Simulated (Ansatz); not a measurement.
The same molecule with X = B, Al, Ga, In. Ansatz, PBE0-D4/def2-TZVP geometries, multiplicity 1. Each molecule was computed in one conformer, which needn't be the lowest.

Elements past krypton have def2 core potentials. Scalar relativity is left out up to krypton.

```csv
X,molecule,mean X–H bond length / Å,mean X–S bond length / Å,LUMO energy (B3LYP/def2-TZVPP) / eV,LUMO energy (PBE0/def2-TZVPP) / eV,HOMO energy (PBE0/def2-TZVPP) / eV
Al,`[SH][AlH][SH]`,1.576,2.178,-1.21,-1.05,-7.64
Ga,`[SH][GaH][SH]`,1.553,2.198,-1.42,-1.19,-7.59
In,`[SH][InH][SH]`,1.705,2.380,-1.68,-1.43,-7.40
```

Problem. Give the row for X = B, `SBS`. (Estimate.)

Solution. Computed: 
```csv
X,molecule,mean X–H bond length / Å,mean X–S bond length / Å,LUMO energy (B3LYP/def2-TZVPP) / eV,LUMO energy (PBE0/def2-TZVPP) / eV,HOMO energy (PBE0/def2-TZVPP) / eV
B,`SBS`,1.190,1.785,-1.09,-0.93,-7.57
```

From B to In the mean X–H bond length isn't monotonic: highest at In, lowest at B; the mean X–S bond length rises at each step, by 0.595 Å in all; the LUMO energy (B3LYP/def2-TZVPP) falls at each step, by 0.59 eV in all; the LUMO energy (PBE0/def2-TZVPP) falls at each step, by 0.50 eV in all; the HOMO energy (PBE0/def2-TZVPP) isn't monotonic: highest at In, lowest at Al. Bonds lengthen as the atom grows down the group.

B3LYP here is the variant with VWN-RPA as its local correlation; programs differ in this.
